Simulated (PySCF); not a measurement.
C$_{2}$H$_{10}$GeSi, C$_{2}$H$_{8}$GeSi (calculated)

Calculation on a computer-drawn molecule: the log of a Hartree-Fock and frozen-core CCSD(T) single point meant for a local Hartree-Fock minimum, with one planted fault or none, to be diagnosed. Offsets are logged minus clean, where the clean run is the same molecule without the fault. The reference is restricted for singlets and unrestricted otherwise, and also for a bond in bohr or an excited solution. Adding or removing an electron swaps singlet and doublet. The excited solution moves the top pair (singlet) or top alpha electron (doublet) to the lowest empty orbital. Highest occupied and lowest empty are orbital energies over both spins, largest force is the largest gradient component, triples share is (T) over the correlation energy, the T1 limit is 0.02 restricted and 0.045 unrestricted, electrons count all cores, a negative frequency is imaginary (commonest isotopes), and the dipole is about the centre of nuclear charge; on germanium a core potential holds 10 electrons, which the energies leave out, and 3d is frozen in MP2 and coupled-cluster steps. Program: PySCF 2.14.0.

Common to all runs: meant charge 0; meant multiplicity 1; meant basis cc-pV(D+d)Z; meant basis and core potential on germanium cc-pVDZ-PP ECP10MDF; logged SCF converged yes; logged spin squared 0; logged CC converged yes; logged SCF stable within its kind yes; possible faults no fault, one electron removed, one electron added, multiplicity raised by two, geometry at a saddle point, SCF held on an excited solution, minimal basis STO-3G, one bond length entered in bohr, all coordinates scaled.

(1) 
```xyz
14
formula=C2H10GeSi logged_electrons=68 logged_basis_functions=124 logged_highest_occupied=-11.297 logged_lowest_empty=4.045 logged_largest_force=1.129e-05 logged_lowest_frequency=44.023 logged_T1_diagnostic=0.0092527 logged_D1_diagnostic=0.02039 logged_triples_share=0.026431 logged_dipole_magnitude=0.6437 logged_energy_HF=-663.88026 logged_energy_CCSD(T)=-664.46765 planted_fault=no_fault HF_energy_offset_from_clean_run=0 CCSD(T)_energy_offset_from_clean_run=0
C     -1.0106    -0.1008     0.0607
Si    -1.1223    -1.9709     0.2334
C      0.5749    -2.7869     0.3185
Ge     1.7284    -2.3361     1.8493
H     -0.4461     0.1774    -0.8340
H     -2.0103     0.3340    -0.0249
H     -0.5197     0.3545     0.9249
H     -1.8647    -2.5220    -0.9304
H     -1.8910    -2.3111     1.4587
H      0.4357    -3.8735     0.3310
H      1.1322    -2.5547    -0.5957
H      2.0914    -0.8451     1.8348
H      1.0154    -2.6512     3.1705
H      3.0262    -3.1515     1.7845
```

Units: logged_highest_occupied, logged_lowest_empty in eV; logged_largest_force in hartree/bohr; logged_lowest_frequency in cm⁻¹; logged_dipole_magnitude in debye; logged_energy_HF, logged_energy_CCSD(T) in hartree; HF_energy_offset_from_clean_run, CCSD(T)_energy_offset_from_clean_run in kcal/mol.

Drawn bonds:
| atom | other atom | order |
| --- | --- | --- |
| 1 | 2 | 1 |
| 2 | 3 | 1 |
| 3 | 4 | 1 |
| 1 | 5 | 1 |
| 1 | 6 | 1 |
| 1 | 7 | 1 |
| 2 | 8 | 1 |
| 2 | 9 | 1 |
| 3 | 10 | 1 |
| 3 | 11 | 1 |
| 4 | 12 | 1 |
| 4 | 13 | 1 |
| 4 | 14 | 1 |

(2) 
```xyz
12
formula=C2H8GeSi logged_electrons=66 logged_basis_functions=114 logged_highest_occupied=-8.8116 logged_lowest_empty=2.0594 logged_largest_force=0.048107 logged_T1_diagnostic=0.011282 logged_D1_diagnostic=0.036801 logged_triples_share=0.029605 logged_dipole_magnitude=1.6977 logged_energy_HF=-662.61351 logged_energy_CCSD(T)=-663.16649
C      0.8496     0.4931     1.8890
Si    -0.5676     0.1435     0.8876
C     -0.8535     1.3688    -0.3206
Ge    -2.2326     2.2856    -0.4453
H      0.7373     1.3843     2.3882
H      1.6980     0.5574     1.3113
H      0.9968    -0.2505     2.5842
H     -0.3713    -1.1044     0.2878
H     -1.7022     0.0528     1.6983
H     -0.1330     1.5546    -1.0218
H     -2.4309     3.2821    -1.4524
H     -3.3398     2.1567     0.4479
```

Units: logged_highest_occupied, logged_lowest_empty in eV; logged_largest_force in hartree/bohr; logged_dipole_magnitude in debye; logged_energy_HF, logged_energy_CCSD(T) in hartree.

Drawn bonds:
| atom | other atom | order |
| --- | --- | --- |
| 1 | 2 | 1 |
| 2 | 3 | 1 |
| 3 | 4 | 2 |
| 1 | 5 | 1 |
| 1 | 6 | 1 |
| 1 | 7 | 1 |
| 2 | 8 | 1 |
| 2 | 9 | 1 |
| 3 | 10 | 1 |
| 4 | 11 | 1 |
| 4 | 12 | 1 |

**Q.** Which fault was planted in the run of C$_{2}$H$_{8}$GeSi (entry 2)?
**A.** all coordinates scaled, by -6.0 %

Further results for C$_{2}$H$_{8}$GeSi (entry 2):

- HF energy offset from clean run: 29.55 kcal/mol
- CCSD(T) energy offset from clean run: 36.77 kcal/mol
